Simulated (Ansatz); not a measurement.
Consider the hydrogenolysis of the Si–O bond: `O[Si@@H](F)[C@@H]1CO1` + H₂ → `F[SiH2]C1CO1` + H₂O.

Program: Ansatz. Geometries: PBE0-D4/def2-TZVP. ΔE: electronic, gas phase. CBS: MP2 limit from def2 TZ/QZ plus the TZ coupled-cluster correction, frozen cores. This one scheme is used for every species. Functionals use def2-TZVPP. One conformer a species, not always the lowest.

**Question.** Is it downhill or uphill in electronic energy at CCSD(T)/CBS, and by how much? (Estimate.)

**Answer.** Computed: Uphill: ΔE = +98.8 kJ/mol.

**Question.** What do these levels give: ωB97X-V, PBE, HF/def2-TZVPP, MP2/def2-TZVPP, CCSD/def2-TZVPP, HF/def2-QZVPP? (Estimate.)

**Answer.** Ansatz gave: ωB97X-V 100.1, PBE 91.6, HF/def2-TZVPP 90.8, MP2/def2-TZVPP 105.0, CCSD/def2-TZVPP 96.9, HF/def2-QZVPP 90.8 kJ/mol.

Largest T1 diagnostic among the species: 0.012.

The D4 term adds +7.1 kJ/mol with B3LYP and +3.8 kJ/mol with PBE0; it sums over pairs of atoms, weighted by their polarisabilities, and B3LYP, whose exchange is more repulsive, gets the larger term. In def2-TZVPP, CCSD(T) changes the Hartree–Fock value by +9.1 kJ/mol (the triples alone add +3.0 kJ/mol) and MP2 by +14.1 kJ/mol.

B3LYP here is the variant with VWN-RPA as its local correlation; programs differ in this.
